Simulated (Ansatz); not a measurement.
Harmonic vibrations of GaSi4 by finite differences.

```yaml
crystal:
  periodic: [false, false, false]
  atoms:
    - {symbol: Ga, position_ang: [-0.839300, -2.439124, 0.058306]}
    - {symbol: Si, position_ang: [-0.780056, 0.516295, 0.681736]}
    - {symbol: Si, position_ang: [1.077117, 1.618389, 1.471821]}
    - {symbol: Si, position_ang: [-0.661387, -0.392211, -1.536649]}
    - {symbol: Si, position_ang: [1.203626, 0.696651, -0.675204]}
basis:
  gaussian: {orbitals: def2-SVP}
magnetization: {spin_polarized: true, initial_magnetization: 1}
hamiltonian: {xc: {name: B3LYP}, dispersion: d4}
scf: {omitted_lower_state_checks: [starts]}
phonons: {temperatures: {t_min: 298.15, t_max: 900, t_step: 200}}
```

```sh
$ ansatz run in.yaml --threads 4 --pin off --events-out ev --progress --plain --max-ram 4787MiB
```

Output, abridged:

```
Functional definition: B3LYP
mean field -83872.63055929 eV, -3082.2623221429 hartree, gradient 8.5e-5 eV, S^2 0.766125; 0 other end points of the search recorded, 0 dependent functions left out
mean field -83872.63050404 eV, -3082.2623201128 hartree, gradient 2.6e-6 eV, S^2 0.766119; 0 other end points of the search recorded, 0 dependent functions left out
mean field -83872.63061352 eV, -3082.2623241358 hartree, gradient 2.9e-6 eV, S^2 0.766131; 0 other end points of the search recorded, 0 dependent functions left out
mean field -83872.63081136 eV, -3082.2623314064 hartree, gradient 1.7e-6 eV, S^2 0.766114; 0 other end points of the search recorded, 0 dependent functions left out
mean field -83872.63028953 eV, -3082.2623122295 hartree, gradient 2.6e-6 eV, S^2 0.766136; 0 other end points of the search recorded, 0 dependent functions left out
mean field -83872.63055145 eV, -3082.2623218549 hartree, gradient 2.6e-6 eV, S^2 0.766120; 0 other end points of the search recorded, 0 dependent functions left out
mean field -83872.63055934 eV, -3082.2623221449 hartree, gradient 2.9e-6 eV, S^2 0.766130; 0 other end points of the search recorded, 0 dependent functions left out
mean field -83872.63061772 eV, -3082.2623242901 hartree, gradient 2.0e-6 eV, S^2 0.766089; 0 other end points of the search recorded, 0 dependent functions left out
mean field -83872.63043644 eV, -3082.2623176283 hartree, gradient 2.3e-6 eV, S^2 0.766161; 0 other end points of the search recorded, 0 dependent functions left out
mean field -83872.63022063 eV, -3082.2623096977 hartree, gradient 2.0e-6 eV, S^2 0.766107; 0 other end points of the search recorded, 0 dependent functions left out
mean field -83872.63087355 eV, -3082.2623336919 hartree, gradient 1.8e-6 eV, S^2 0.766143; 0 other end points of the search recorded, 0 dependent functions left out
mean field -83872.63035105 eV, -3082.2623144902 hartree, gradient 2.1e-6 eV, S^2 0.766091; 0 other end points of the search recorded, 0 dependent functions left out
mean field -83872.63072019 eV, -3082.2623280562 hartree, gradient 2.5e-6 eV, S^2 0.766159; 0 other end points of the search recorded, 0 dependent functions left out
mean field -83872.63059193 eV, -3082.2623233424 hartree, gradient 2.6e-6 eV, S^2 0.766163; 0 other end points of the search recorded, 0 dependent functions left out
mean field -83872.63049164 eV, -3082.2623196571 hartree, gradient 2.1e-6 eV, S^2 0.766088; 0 other end points of the search recorded, 0 dependent functions left out
mean field -83872.63065682 eV, -3082.2623257272 hartree, gradient 2.5e-6 eV, S^2 0.766161; 0 other end points of the search recorded, 0 dependent functions left out
mean field -83872.63043660 eV, -3082.2623176343 hartree, gradient 2.3e-6 eV, S^2 0.766089; 0 other end points of the search recorded, 0 dependent functions left out
mean field -83872.63062693 eV, -3082.2623246286 hartree, gradient 1.1e-6 eV, S^2 0.766180; 0 other end points of the search recorded, 0 dependent functions left out
mean field -83872.63043991 eV, -3082.2623177559 hartree, gradient 9.7e-7 eV, S^2 0.766070; 0 other end points of the search recorded, 0 dependent functions left out
mean field -83872.63049871 eV, -3082.2623199166 hartree, gradient 1.3e-6 eV, S^2 0.766129; 0 other end points of the search recorded, 0 dependent functions left out
mean field -83872.63059175 eV, -3082.2623233361 hartree, gradient 1.7e-6 eV, S^2 0.766121; 0 other end points of the search recorded, 0 dependent functions left out
mean field -83872.63045992 eV, -3082.2623184914 hartree, gradient 1.0e-6 eV, S^2 0.766124; 0 other end points of the search recorded, 0 dependent functions left out
mean field -83872.63062233 eV, -3082.2623244597 hartree, gradient 1.7e-6 eV, S^2 0.766126; 0 other end points of the search recorded, 0 dependent functions left out
mean field -83872.63060776 eV, -3082.2623239241 hartree, gradient 2.5e-6 eV, S^2 0.766150; 0 other end points of the search recorded, 0 dependent functions left out
mean field -83872.63046636 eV, -3082.2623187278 hartree, gradient 2.0e-6 eV, S^2 0.766099; 0 other end points of the search recorded, 0 dependent functions left out
mean field -83872.63049056 eV, -3082.2623196173 hartree, gradient 2.4e-6 eV, S^2 0.766125; 0 other end points of the search recorded, 0 dependent functions left out
mean field -83872.63056961 eV, -3082.2623225221 hartree, gradient 2.0e-6 eV, S^2 0.766125; 0 other end points of the search recorded, 0 dependent functions left out
mean field -83872.63058513 eV, -3082.2623230926 hartree, gradient 2.1e-6 eV, S^2 0.766119; 0 other end points of the search recorded, 0 dependent functions left out
mean field -83872.63051186 eV, -3082.2623203999 hartree, gradient 2.3e-6 eV, S^2 0.766131; 0 other end points of the search recorded, 0 dependent functions left out
mean field -83872.63055631 eV, -3082.2623220333 hartree, gradient 2.9e-6 eV, S^2 0.766084; 0 other end points of the search recorded, 0 dependent functions left out
mean field -83872.63050769 eV, -3082.2623202468 hartree, gradient 2.8e-6 eV, S^2 0.766166; 0 other end points of the search recorded, 0 dependent functions left out
Total energy: -83873.31290853 eV, -3082.2873980149 hartree
Atom 0 at    -0.839300    -2.439124     0.058306 Å, force     0.001858     0.006798    -0.001157 eV/Å
Atom 1 at    -0.780056     0.516295     0.681736 Å, force    -0.003095    -0.007843    -0.005829 eV/Å
Atom 2 at     1.077117     1.618389     1.471821 Å, force     0.004250     0.005853     0.005659 eV/Å
Atom 3 at    -0.661387    -0.392211    -1.536649 Å, force     0.001152     0.001895     0.004244 eV/Å
Atom 4 at     1.203626     0.696651    -0.675204 Å, force    -0.004166    -0.006703    -0.002916 eV/Å
Dipole moment:    -0.143895    -0.522198    -0.041763 e Å
Vibrations: 35.17 51.28 101.34 201.00 238.70 327.79 367.45 440.84 480.16 cm⁻¹, zero-point energy 0.139094 eV
Checks for a lower state left out: starts
```

It took 62 s on 4 threads of Arm Neoverse V2 on a shared host.

The relaxation made no stability test and no search for a lower SCF solution. The structure comes from a short search, and lower isomers may exist.
